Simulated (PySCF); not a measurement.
Compound: C₂H₇BO.
Z-matrix (Å and degrees, PBE0-D3(BJ)/def2-SVP geometry), rows numbered from 1:
```
C 
B   1  1.5650
O   2  1.3471  1  119.68
C   3  1.4027  2  123.45  1   179.22
H   1  1.1038  2  109.85  3  -120.87
H   1  1.1033  2  110.25  3   123.29
H   1  1.0996  2  113.19  3     0.95
H   2  1.2204  1  121.98  3   179.85
H   4  1.1013  3  109.48  2  -119.26
H   4  1.1011  3  109.44  2   122.45
H   4  1.1028  3  111.74  2     1.56
```

Computed with delta-SCF UKS SCAN, pcX-2 on the ionised atom, pcseg-1 elsewhere, spin-free X2C in PySCF. The ground state was rerun for each ionised atom, in the same mixed basis as its hole state.

```json
{"ionised atom": "B2", "basis functions": "122", "E(ground) (Eh)": "-180.52246", "E(ionised) (Eh)": "-173.30890"}
{"ionised atom": "C1", "basis functions": "122", "E(ground) (Eh)": "-180.52514", "E(ionised) (Eh)": "-169.86790"}
{"ionised atom": "C4", "basis functions": "122", "E(ground) (Eh)": "-180.52724", "E(ionised) (Eh)": "-169.77804"}
{"ionised atom": "O3", "basis functions": "122", "E(ground) (Eh)": "-180.55384", "E(ionised) (Eh)": "-160.75460"}
```

Problem. Turn these total energies into binding energies.

Solution. E(ionised) − E(ground), at 27.2114 eV a hartree:

```
atom                environment  difference (Eh)  binding energy (eV)
  B2     three-coordinate boron          7.21356               196.29
  C1  sp3 carbon bound to boron         10.65724               290.00
  C4             methoxy carbon         10.74920               292.50
  O3         boron-bound oxygen         19.79924               538.76
```

Problem. How much do the ground-state energies differ, and what would follow from using one of them for all holes?

Solution. They run from -180.5538 Eh (core basis on O3) to -180.5225 Eh (on B2), 0.0313 Eh or 0.85 eV apart, though the state is the same; only basis and grid differ. Pairing the ion of B2 with the ground state of O3 would put its binding energy 0.85 eV too high.

Only 1s holes are shown. Geometry: PBE0-D3(BJ)/def2-SVP, one conformer, isolated molecule.

On one thread, Arm Neoverse V2 (shared host), this took 20 s.
